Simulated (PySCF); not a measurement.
## How the method changes the constants of NbSe

State: ⁴Σ⁻ (quartet), unpaired electrons σ ↑, δ ↑↑. Set-up: Nb def2-TZVPP with ECP28, Se def2-TZVPP; scalar-relativistic core potentials (PySCF 2.14). De refers to Nb (4d4 5s1) + Se in their high-spin ground configurations, without counterpoise correction. The functionals are run spin-unrestricted. A positive dipole means Nb(−)Se(+).

```
       Level  Re (Å)  ωe (cm⁻¹)  De (eV)  μ (D)  CPU s a point (SCF and correlation, without the integrals)
        ROHF   2.291        375      n/a  -7.82                                                         1.5
    ROHF-MP2   2.225        427      n/a    n/a                                                         3.6
ROHF-SCS-MP2   2.240        414      n/a    n/a                                                         n/a
         PBE   2.275        367     5.19  -4.01                                                         2.9
      PBEsol   2.258        377     5.55  -3.91                                                           2
        BLYP   2.294        358     5.13  -3.98                                                           3
        BP86   2.276        367     5.24  -3.96                                                         2.5
      r²SCAN   2.273        370     4.82  -4.75                                                           5
        PBE0   2.261        380     4.66  -4.83                                                         8.2
        MN15   2.241        399     4.98  -4.85                                                         5.4
   CAM-B3LYP   2.259        388     4.57  -5.26                                                         7.9
```

(1) What does the step from GGA to meta-GGA do here, going from PBE to r²SCAN?

Correlated steps freeze 9 core orbitals. The metal atom is held in its measured ground configuration; semilocal functionals can put another filling of s and d lower by some tenths of an eV, and De to that atom would be smaller. Spin–orbit coupling is left out, which matters for elements this heavy, above all for dissociation energies. With d or f electrons several states lie close, and the lowest PBE0 determinant need not be the measured ground state.

The whole job (state search and all levels along the bond) took about 7.2 min on 2 threads of Arm Neoverse V2 (shared host), peak memory 3.8 GiB.

## Answers

(1) r²SCAN less PBE: -0.2 pm in Re, +0.8 % in ωe, -0.37 eV in De.
